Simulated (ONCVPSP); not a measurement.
**LDA (Perdew-Zunger) ONCV dataset for tin (Sn), scalar-relativistic all-electron reference.**

ONCVPSP 4.0.1 input, shortened (lines: element, Z, core and valence counts, functional; n l f; lmax; l rc ep ncon nbas qcut; lloc lpopt rc5 dvloc0; l nproj debl; icmod fcfact rcfact), LDA (Perdew-Zunger), scalar-relativistic:

```
  Sn 50.00    6    5        3      upf
    1    0    2.00
    2    0    2.00
    2    1    6.00
    3    0    2.00
    3    1    6.00
    3    2   10.00
    4    0    2.00
    4    1    6.00
    4    2   10.00
    5    0    1.75
    5    1    2.25
    2
    0    1.55    0.00    4    8    9.30
    1    1.40    0.00    4    9   12.30
    2    1.05    0.00    3    7   10.90
    4    3    0.80    0.00
    0    2    3.40
    1    2    3.30
    2    2    0.70
    0    0.00    0.00
```

In the d channel the program set the typed energies aside and used -0.966, 0.250 Ha.

All-electron outer shells of the reference configuration (LDA (Perdew-Zunger), scalar-relativistic, ld1.x):

```json
{"shell": "3p", "level (eV)": "-698.78", "outermost node (bohr)": "0.14", "outermost maximum (bohr)": "0.30"}
{"shell": "3d", "level (eV)": "-474.09", "outermost node (bohr)": "–", "outermost maximum (bohr)": "0.25"}
{"shell": "4s", "level (eV)": "-134.04", "outermost node (bohr)": "0.40", "outermost maximum (bohr)": "0.74"}
{"shell": "4p", "level (eV)": "-89.95", "outermost node (bohr)": "0.41", "outermost maximum (bohr)": "0.79"}
{"shell": "4d", "level (eV)": "-26.27", "outermost node (bohr)": "0.39", "outermost maximum (bohr)": "0.88"}
{"shell": "5s", "level (eV)": "-11.04", "outermost node (bohr)": "0.98", "outermost maximum (bohr)": "1.99"}
{"shell": "5p", "level (eV)": "-4.03", "outermost node (bohr)": "1.09", "outermost maximum (bohr)": "2.52"}
```

**Question.** Does the generator finish with these settings?

**Answer.** Yes, a potential is produced and its reference levels are reproduced.

**Question.** Estimate the cutoffs (Ha) at which the residual kinetic energy of the hardest occupied pseudo-wave falls to 1 and 0.1 mHa per electron.

**Answer.** 45 Ha and 53 Ha.

**Question.** What does a ghost test show?

**Answer.** No bound ghost flagged; GHOST(+) flagged for s at 173.7 eV.

**Question.** Which valence shell sets the plane-wave cutoff?

**Answer.** 4d: 45 Ha for 1 mHa per electron, against 37 Ha for 4p.

**Question.** Tests: 4s2 4p6 4d10 5s2 5p2; 4s2 4p6 4d10 5s2 5p1; 4s2 4p6 4d10 5s2 5p0; 4s2 4p6 4d9 5s2 5p3. Which has the largest error in its energy relative to the reference configuration, and how large is it?

**Answer.** 4s2 4p6 4d10 5s2 5p0, with -4.1 meV (all-electron minus pseudo) on +19.62 eV.
